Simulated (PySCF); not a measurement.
**Hg2Se: bending curve**

Computed with B3LYP in PySCF with Se def2-SVP, Hg def2-SVP with ECP60; scalar-relativistic core potentials, no spin–orbit coupling; density-fitted integrals.

Rigid scan from the singlet minimum (Se–Hg 2.611 Å (×2); Hg–Se–Hg 180.0°). Coordinate: the Hg–Se–Hg angle, bonds fixed. Energies in kJ/mol from the minimum.

```
bond angle (°)  E (kJ/mol)  dipole size (D)
            80        91.5             1.93
            90        79.0             2.15
           100        64.9             2.36
           110        50.7             2.48
           120        37.4             2.47
           130        25.9             2.32
           140        16.5             2.04
           150         9.2             1.64
           160         4.0             1.15
           170         1.0             0.59
           180         0.0             0.00
```

No spin–orbit coupling is included, which matters more the heavier the element.

The scan took 13 s on 2 threads of a shared Arm Neoverse V2 host; the process peaked at 0.91 GiB. Launch command: `OMP_NUM_THREADS=2 python axn.py task.json out`.
